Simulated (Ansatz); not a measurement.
Geometry optimisation, RKS PBE0-D4/def2-SVP in Ansatz.

Input file:

```yaml
crystal:
  periodic: [false, false, false]
  atoms:
    - { symbol: B, position_ang: [0.02566, -0.373345, -0.44364] }
    - { symbol: Cl, position_ang: [-0.529158, -0.154204, 2.563528] }
    - { symbol: H, position_ang: [0.929071, 0.392158, -0.250951] }
    - { symbol: Cl, position_ang: [-1.449198, 0.174672, -1.232973] }
    - { symbol: O, position_ang: [0.208581, -1.693468, -0.112901] }
    - { symbol: C, position_ang: [-0.779778, -2.686071, -0.287952] }
    - { symbol: H, position_ang: [-0.300949, -3.665353, -0.153289] }
    - { symbol: H, position_ang: [-1.579658, -2.568172, 0.461102] }
    - { symbol: H, position_ang: [-1.230323, -2.634137, -1.290458] }
    - { symbol: H, position_ang: [0.264152, -1.06458, 2.003133] }
basis:
  gaussian: { orbitals: def2-SVP }
hamiltonian:
  xc: pbe0
  dispersion: d4
relax:
  f_tol: 0.03
  max_steps: 50
```

Launched with:

```bash
$ ansatz run input.yaml --threads 2 --pin off --max-ram 3072MiB --backend cpu --events-out ev --progress --plain --runs-dir out
```

Task: Where does it end, and by what steps?

Result: It converged. The force dipped under the threshold on the way, but the program's further checks kept it going. After 38 steps the energy has fallen by 0.140 eV; Cl4 moved furthest, 1.89 Å.

| step | energy less start (eV) | largest force component (eV/Å) | accepted |
| --- | --- | --- | --- |
| 0 | 0.0000 | 1.105 | yes |
| 2 | -0.0315 | 1.119 | no |
| 4 | -0.0824 | 0.289 | yes |
| 6 | -0.0966 | 0.050 | yes |
| 8 | -0.1056 | 0.266 | yes |
| 10 | -0.1111 | 0.407 | no |
| 12 | -0.1183 | 0.021 | yes |
| 14 | -0.1185 | 0.247 | no |
| 16 | -0.1261 | 0.081 | yes |
| 18 | -0.1289 | 0.192 | yes |
| 20 | -0.1331 | 0.130 | yes |
| 22 | -0.1278 | 0.335 | no |
| 24 | -0.1353 | 0.068 | yes |
| 26 | -0.1360 | 0.031 | yes |
| 28 | -0.1375 | 0.096 | yes |
| 30 | -0.1385 | 0.014 | yes |
| 32 | -0.1387 | 0.094 | no |
| 34 | -0.1396 | 0.053 | yes |
| 36 | -0.1402 | 0.039 | yes |
| 38 | -0.1404 | 0.018 | yes |

```xyz
10
Properties=species:S:1:pos:R:3
B 0.048 -0.286 -0.795
Cl -0.161 -1.308 3.278
H 0.585 0.738 -0.469
Cl -0.275 -0.614 -2.494
O -0.300 -1.167 0.158
C -0.939 -2.413 -0.073
H -0.292 -3.073 -0.670
H -1.124 -2.865 0.910
H -1.891 -2.270 -0.604
H -0.093 -1.015 2.013
```

Whether the end is a true minimum wasn't checked by a vibrational analysis.

The run took 54 s on 2 threads of Intel(R) Xeon(R) 6975P-C (Granite Rapids) (shared host), peak memory 0.24 GiB.
